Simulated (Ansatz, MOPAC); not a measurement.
The molecule Zn2, closed-shell singlet (lowest of 2S+1 = 1, 3 at CCSD(T)/def2-TZVPP on PBE0 minima; our sources give no spin for the ground state, which may be another). No spin–orbit coupling. Zn is treated without relativity.

Constants: fifth-degree fit in 1/R to seven points, most abundant isotopes. Runs in def2 and cc sets follow the lowest solution found near the PBE0 minimum. The singlet is held restricted.

Run with Ansatz (a program for electronic structure); MOPAC for PM7 (differences of heats of formation). 

```tsv
level	r_e (Å)	ω_e (cm⁻¹)	B_e (cm⁻¹)	ω_e x_e (cm⁻¹)
PM7	3.362	77	0.0467	0.85
PBE/def2-TZVPP	3.157	54	0.0529	1.3
PBE0/def2-TZVPP	3.298	44	0.0485	1.2
```

The state that PM7 reach isn't checked; PM7 holds dispersion and hydrogen-bond terms.
